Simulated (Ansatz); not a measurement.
Computed with Ansatz on PBE0-D4/def2-TZVP structures; ΔE is electronic, products minus reactants. CBS: MP2 limit from def2 TZ/QZ plus the TZ coupled-cluster correction, frozen cores. This one scheme is used for every species. Functionals use def2-TZVPP. For Ga, Se outer-core shells are correlated without core-valence functions, which leaves a few kJ/mol of doubt a bond. Scalar relativity is left out up to krypton. Each species was taken in one conformer, which may not be the lowest.

Consider the ligand exchange at a Ga–Se bond: `[CH3][GaH][Se]C` + `C=N` → `C=[N][GaH][CH3]` + `C[SeH]`.

```csv
level,ΔE (kJ/mol)
PBE0-D4,88.4
PBE0,85.4
SCS-MP2/def2-TZVPP,83.0
HF/CBS(def2),82.6
```

(1) What does CCSD(T)/CBS give? (Best estimate.)

Largest T1 diagnostic among the species: 0.015.

Results:

(1) Ansatz gave: +87.7 kJ/mol. The listed levels differ from it by 0.7, -2.3, -4.7, -5.1 kJ/mol.

The D4 term adds +5.2 kJ/mol with B3LYP and +3.0 kJ/mol with PBE0; it sums over pairs of atoms, weighted by their polarisabilities, and B3LYP, whose exchange is more repulsive, gets the larger term. From PBE to PBE0 (25 % exact exchange), in def2-TZVPP and without D4, ΔE moves by +4.9 kJ/mol.

B3LYP here is the variant with VWN-RPA as its local correlation; programs differ in this.
